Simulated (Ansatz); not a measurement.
Reaction (formal exchange of groups at a Ge–Si bond): `CO[Si](C)(F)[GeH3]` + `C=C=CCO` → `C=C=C[CH2][GeH3]` + `CO[Si](C)(O)F`

Isolated molecules relaxed with PBE0-D4/def2-TZVP in Ansatz; ΔE leaves out vibrations. CCSD(T)/CBS adds triple-zeta CCSD(T) − MP2 to the extrapolated MP2 energy (def2 sets, frozen cores). DFT in def2-TZVPP. B3LYP here is the variant with VWN-RPA as its local correlation; programs differ in this. For Ge outer-core shells are correlated without core-valence functions, which leaves a few kJ/mol of doubt a bond. Scalar relativity is left out up to krypton. Each species was taken in one conformer, which may not be the lowest.

`CO[Si](C)(F)[GeH3]`:

```xyz
15

C     0.029   -1.215   -2.005
O    -0.474   -1.135   -0.689
Si   -0.561    0.218    0.219
C    -1.300   -0.264    1.842
F    -1.537    1.271   -0.503
Ge    1.561    1.304    0.384
H    -0.652   -0.738   -2.714
H     1.013   -0.741   -2.091
H     0.129   -2.269   -2.267
H    -0.653   -0.972    2.364
H    -1.441    0.611    2.480
H    -2.273   -0.738    1.684
H     2.119    1.699   -0.994
H     2.592    0.384    1.062
H     1.447    2.585    1.229
```

`C=C=CCO`:

Cartesian coordinates in Å:
```
C 0.776 -2.102 0.434
C 0.667 -0.858 0.073
C 0.547 0.392 -0.270
C -0.573 1.278 0.194
O -1.319 1.799 -0.885
H 0.313 -2.898 -0.140
H 1.339 -2.383 1.319
H 1.276 0.836 -0.946
H -1.207 0.729 0.901
H -0.167 2.149 0.716
H -1.653 1.057 -1.397
```

`C=C=C[CH2][GeH3]`:

```xyz
13

C     0.467    2.635   -0.844
C     0.353    1.341   -0.882
C     0.241    0.043   -0.914
C     0.641   -0.879    0.191
Ge   -0.937   -1.616    1.115
H    -0.326    3.261   -0.444
H     1.358    3.135   -1.213
H    -0.202   -0.407   -1.801
H     1.255   -0.361    0.929
H     1.220   -1.721   -0.198
H    -0.505   -2.656    2.166
H    -1.861   -2.296    0.089
H    -1.705   -0.478    1.806
```

`CO[Si](C)(O)F`:

```xyz
13

C    -1.260    0.710    1.430
O    -0.148   -0.119    1.176
Si    0.793   -0.052   -0.152
C    -0.007   -0.648   -1.698
O     2.120   -0.944    0.136
F     1.190    1.485   -0.360
H    -2.086    0.489    0.744
H    -1.601    0.521    2.449
H    -0.999    1.769    1.338
H     0.686   -0.578   -2.539
H    -0.315   -1.690   -1.593
H    -0.888   -0.050   -1.937
H     2.515   -0.891    1.007
```

Task: Is it downhill or uphill in electronic energy at CCSD(T)/CBS, and by how much? (Estimate.)

Result: Ansatz gave: Downhill: ΔE = -44.4 kcal/mol.

Task: What do these levels give: r2SCAN-D4, PBE0-D4, B3LYP-D4, B2PLYP, PBE, r2SCAN, MP2/def2-TZVPP, SCS-MP2/def2-TZVPP, HF/def2-QZVPP, SCS-MP2/def2-QZVPP, MP2/CBS(def2), CCSD/CBS(def2)? (An estimate is asked.)

Result: Computed: r2SCAN-D4 -42.4, PBE0-D4 -40.2, B3LYP-D4 -41.6, B2PLYP -43.8, PBE -37.5, r2SCAN -42.4, MP2/def2-TZVPP -47.2, SCS-MP2/def2-TZVPP -46.1, HF/def2-QZVPP -46.4, SCS-MP2/def2-QZVPP -46.3, MP2/CBS(def2) -47.2, CCSD/CBS(def2) -44.8 kcal/mol.

Largest T1 diagnostic among the species: 0.012.

From PBE to PBE0 (25 % exact exchange), in def2-TZVPP and without D4, ΔE moves by −2.7 kcal/mol.
